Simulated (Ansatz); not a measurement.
Basis sets compared for In(PH3)F3 (InPH3F3). Charge 0, multiplicity 1. Geometry r2SCAN-D4/def2-SVP. Ansatz on 2 threads of Intel Xeon Platinum 8259CL on a shared host; times are rough, and most runs start from earlier orbitals.

```xyz
8

F    -1.664   -2.042   -0.138
F    -2.311    1.214    0.385
F    -0.399   -0.487    2.558
In   -1.237   -0.372    0.792
P     0.996    0.299   -0.640
H     0.875    0.424   -2.045
H     2.114   -0.568   -0.570
H     1.628    1.531   -0.342
```

In the def2 sets In takes a core potential; there is no spin–orbit coupling.

Binding counts from free atoms (F doublet, In doublet, P quartet, H doublet) in the same basis, without a counterpoise term.

```csv
level,functions,energy (Eh),HOMO (eV),LUMO (eV),binding per atom (eV),wall time
PBE-D4/def2-SVP,101,-832.0988,-7.62,-2.65,3.01,1.4 s
PBE0-D4/def2-SVP,101,-832.1269,-9.50,-1.75,2.88,2.3 s
```

(1) Estimate the rows for PBE-D4/def2-TZVP (with forces), PBE0-D4/def2-TZVP.

## Answers

(1) 
```tsv
level	functions	energy (Eh)	HOMO (eV)	LUMO (eV)	binding per atom (eV)	wall time
PBE-D4/def2-TZVP (with forces)	198	-832.6218	-8.14	-3.00	3.05	3.7 s
PBE0-D4/def2-TZVP	198	-832.6439	-9.76	-2.05	2.94	4.8 s
```
